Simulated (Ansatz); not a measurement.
Total energies of the cluster Li₂I₂⁻ (the lowest doublet isomer of a short search) from Ansatz at PBE0-D4/def2-TZVPD, gas phase (1 Eh = 27.2114 eV = 2625.5 kJ/mol). The reference geometry is relaxed at r2SCAN-D4/def2-TZVPD.

Cartesian coordinates in Å:
```
Li 1.1205 -1.7854 2.3172
Li -0.2585 0.5507 -0.7975
I 0.1166 1.5715 -3.0664
I -0.9786 -0.3368 1.5466
```

```tsv
state	geometry	energy (Eh)
charge -1 doublet	reference	-610.67851
charge 0 singlet	reference	-610.61668
charge -1 quartet	relaxed at r2SCAN-D4/def2-TZVPD	-610.54303
```

In the def2 sets I takes a core potential; there is no spin–orbit coupling.

(1) Work out the vertical ionisation energy to the singlet.

(2) Which of the charge -1 states is lowest, and how far above it are the others?

(1) E(charge 0 singlet) − E(charge -1 doublet) = -610.61668 − (-610.67851) = 0.06183 Eh = 1.68 eV. For comparison, −ε of the highest occupied level of the spin that leaves is 0.23 eV at this level, 1.45 eV less.

(2) The doublet. quartet: -610.54303 − (-610.67851) = 0.13548 Eh = 355.7 kJ/mol. The quartet differs in its bonds from the reference.

At PBE0-D4/def2-TZVPD the highest occupied level of the charge -1 quartet lies above zero (up to 0.33 eV). The electron is either unbound and held by the finite basis, or the level is raised by self-interaction error.

The structure comes from a short search, and lower isomers may exist.
